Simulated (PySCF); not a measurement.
**V²⁺: interval between two levels**

V²⁺ [Ar] 3d3 [4F9/2, M_J = 9/2] → V²⁺ [Ar] 3d2 4s1 [4F9/2, M_J = 9/2], as a difference of total energies. Calculation: PySCF 2.14, in x2c-SVPall-2c with one added diffuse shell each of s, d type (6s5p4d1f, 48 functions); the two-component X2C-1e Hamiltonian. Correlated levels: [Ne] frozen; the 6 highest virtual spinors dropped. "Screened" scales the spin-orbit matrix elements by Boettger's factors to mimic the two-electron term; Breit and QED terms are absent.

| method | interval between two levels (cm⁻¹) |
| --- | --- |
| GHF (spin-free) | 47022 |
| GMP2 (spin-free) | 46785 |
| GHF (screened spin-orbit) | 47060 |
| GMP2 (screened spin-orbit) | 46825 |

The labels give the starting determinants; with spin-orbit coupling the two ends relaxed to ⟨J²⟩ = 24.75, ⟨L²⟩ = 12.01, ⟨S²⟩ = 3.75 and ⟨J²⟩ = 24.75, ⟨L²⟩ = 12.00, ⟨S²⟩ = 3.75.
